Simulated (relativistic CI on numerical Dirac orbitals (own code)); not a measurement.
## Line list: Electric-dipole lines, Hg XV

Method of calculation: Dirac-Coulomb-Breit CI, orbitals from a KLI potential per configuration, a model potential for QED, unscaled Slater integrals (own radial code, finite nucleus).

Configuration list (outside the closed core [Kr] 4d10): 4f¹⁴5s²5p⁴, 4f¹⁴5s5p⁵, 4f¹⁴5s²5p³5d, 4f¹⁴5p⁶, 4f¹³5s²5p⁵, 4f¹⁴5s5p⁴5d, 4f¹⁴5s²5p³5f, 4f¹⁴5s²5p³5g, 4f¹⁴5s5p⁴5f, 4f¹⁴5s²5p³6s, 4f¹³5s²5p⁴5d, 4f¹⁴5p⁵5d, 4f¹⁴5s²5p³6p, 4f¹⁴5s5p³5d², 4f¹⁴5s5p⁴5g, 4f¹⁴5s²5p²5d5f, 4f¹³5s²5p⁴6s, 4f¹⁴5p⁵6s, 4f¹⁴5s²5p³6d, 4f¹⁴5s5p⁴6s, 4f¹⁴5s²5p²5d², 4f¹⁴5s²5p5d³, 4f¹⁴5s5p²5d³, 4f¹⁴5s²5p5d²5f, 4f¹⁴5s²5p5d²5g, 4f¹⁴5p⁴5d², 4f¹⁴5p³5d³, 4f¹³5p⁵5d², 4f¹⁴5p³5d²5f, 4f¹⁴5p³5d²5g, 4f¹⁴5s²5p²5d6s, 4f¹⁴5s²5p5d²6s, 4f¹⁴5s5p²5d²6s, 4f¹⁴5s²5p5d5f6s, 4f¹⁴5s²5p5d5g6s, 4f¹⁴5s²5p²6s², 4f¹⁴5s²5p5d6s², 4f¹⁴5s5p²5d6s², 4f¹⁴5s²5p5f6s², 4f¹⁴5s²5p5g6s². Double excitations out of closed p, d and f shells are left out; levels of such configurations are missing from the list, as are those of other unlisted configurations, and high levels can miss mixing partners. Some configurations lack a partner that the ground configuration has and come out too high, among them 4f¹³5s²5p⁴5d, 4f¹³5s²5p⁴6s, 4f¹⁴5s5p⁴5f, 4f¹⁴5s²5p³6p, 4f¹⁴5s5p⁴5g.

```tsv
λ vac (Å)	Lower	Upper	A (s⁻¹)	gf	Branching (%)
126.59	4f¹³5s²5p⁵ ³F4 [8]	4f¹³5s²5p⁴5d ³F°4 [385]	3.14e+11	6.79e+00	44.0
126.90	4f¹³5s²5p⁵ ¹F3 [10]	4f¹³5s²5p⁴5d ³F°4 [385]	3.68e+11	7.99e+00	51.5
126.95	4f¹³5s²5p⁵ ³G5 [13]	4f¹³5s²5p⁴5d ³G°5 [396]	3.02e+11	8.02e+00	64.4
127.36	4f¹³5s²5p⁵ ³G5 [13]	4f¹³5s²5p⁴5d ³H°6 [393]	7.58e+11	2.40e+01	100.0
128.12	4f¹³5s²5p⁵ ³F4 [8]	4f¹³5s²5p⁴5d ³G°5 [369]	4.36e+11	1.18e+01	87.1
128.16	4f¹³5s²5p⁵ ³F4 [8]	4f¹³5s²5p⁴5d ¹F°3 [368]	2.44e+11	4.21e+00	56.8
128.63	4f¹³5s²5p⁵ ¹D2 [14]	4f¹³5s²5p⁴5d ¹F°3 [400]	3.41e+11	5.92e+00	52.5
130.24	4f¹⁴5s5p⁵ ³P°2 [6]	4f¹⁴5s5p⁴5d ³D3 [310]	2.45e+11	4.36e+00	58.5
131.59	4f¹⁴5s²5p³5d ³F°4 [16]	4f¹⁴5s²5p²5d² ³G5 [391]	3.90e+11	1.11e+01	96.7
133.19	4f¹⁴5s²5p⁴ ³P2 [1]	4f¹⁴5s²5p³5d ³D°3 [42]	4.43e+11	8.24e+00	99.1
133.70	4f¹⁴5s²5p⁴ ³P2 [1]	4f¹⁴5s²5p³5d ³P°2 [41]	3.50e+11	4.70e+00	96.2
133.90	4f¹⁴5s²5p⁴ ¹D2 [4]	4f¹⁴5s²5p³5d ¹F°3 [58]	2.06e+11	3.87e+00	99.9
134.45	4f¹⁴5s²5p⁴ ³P2 [1]	4f¹⁴5s²5p³5d ³S°1 [39]	2.96e+11	2.40e+00	94.2
134.62	4f¹⁴5s²5p⁴ ¹D2 [4]	4f¹⁴5s²5p³5d ³D°3 [56]	2.25e+11	4.27e+00	99.8
154.67	4f¹⁴5s²5p³5d ³F°3 [12]	4f¹⁴5s²5p³5f ³G4 [206]	1.78e+11	5.74e+00	91.8
156.97	4f¹⁴5s²5p⁴ ³P1 [3]	4f¹⁴5s²5p³5d ¹D°2 [51]	2.24e+11	4.14e+00	60.0
158.02	4f¹⁴5s²5p⁴ ³P0 [5]	4f¹⁴5s²5p³5d ¹P°1 [72]	3.80e+11	4.27e+00	95.8
165.04	4f¹³5s²5p⁵ ³G5 [13]	4f¹³5s²5p⁴5d ³H°6 [176]	1.41e+11	7.47e+00	100.0
166.62	4f¹⁴5s²5p⁴ ¹D2 [4]	4f¹⁴5s²5p³5d ¹F°3 [49]	1.41e+11	4.12e+00	80.5
170.19	4f¹⁴5s²5p⁴ ³P2 [1]	4f¹⁴5s²5p³5d ³D°3 [22]	1.02e+11	3.11e+00	100.0
```

Terms are leading LS components. Brackets give the number of a level in order of energy, since labels repeat. The list gives strong lines, with weight on those to low levels, without lines whose two gauges differ by over a factor of 2.5, among the lowest 400 of 8333 levels, so that lines to higher ones, which can be the strongest, are missing. Levels whose partners in the same complex of configurations lie outside the list can be far off, and so can their lines. Rates are taken at the computed energies, electric ones in the length gauge.

At this charge transitions that keep the count of f electrons are usually good to a few per cent. Levels and lines within the n = 5 or 6 shells can be off by up to 10 % or somewhat more, and those that change n by about 2 %, since core polarisation is missing. Levels that differ in their count of f electrons can be misplaced by several ten thousand cm⁻¹, since the correlation energy of f electrons is missing or only estimated; rates across such gaps can be off by orders of magnitude.

LS names give the leading component of a level, which can be under half, so a name can repeat, a term be missing and a line seem to break the LS rules.
